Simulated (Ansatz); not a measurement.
Start from `C=[C]([SiH3])[GeH3]` and change one atom or group to get `C=C([SiH3])SC`.

Ansatz, PBE0-D4/def2-TZVP geometries, multiplicity 1. Each molecule was computed in one conformer, which needn't be the lowest.

Scalar relativity is left out up to krypton.

| property | `C=[C]([SiH3])[GeH3]` |
| --- | --- |
| size of the dipole moment (PBE/def2-TZVPP) / D | 0.72 |
| HOMO–LUMO gap (B3LYP/def2-TZVPP) / eV | 6.86 |
| HOMO–LUMO gap (PBE/def2-TZVPP) / eV | 5.19 |
| size of the dipole moment (B3LYP/def2-TZVPP) / D | 0.75 |
| size of the dipole moment (ωB97M-V/def2-TZVPP) / D | 0.78 |
| HOMO energy (PBE0/def2-TZVPP) / eV | -8.07 |

(1) Give the same properties after the change, and the shifts. (Estimate.)

Results:

(1) Computed: 
```csv
property,`C=C([SiH3])SC`,shift
size of the dipole moment (PBE/def2-TZVPP) / D,1.00,0.28
HOMO–LUMO gap (B3LYP/def2-TZVPP) / eV,5.33,-1.53
HOMO–LUMO gap (PBE/def2-TZVPP) / eV,3.73,-1.46
size of the dipole moment (B3LYP/def2-TZVPP) / D,0.97,0.22
size of the dipole moment (ωB97M-V/def2-TZVPP) / D,0.94,0.16
HOMO energy (PBE0/def2-TZVPP) / eV,-6.26,1.81
```

With PBE0 the HOMO rises by 1.81 eV and the LUMO rises by 0.26 eV, so the gap narrows by about 1.55 eV. PBE moves the HOMO by 1.77 eV and ωB97M-V by 1.89 eV. Dipoles are sizes alone; their direction can turn.

B3LYP here is the variant with VWN-RPA as its local correlation; programs differ in this.
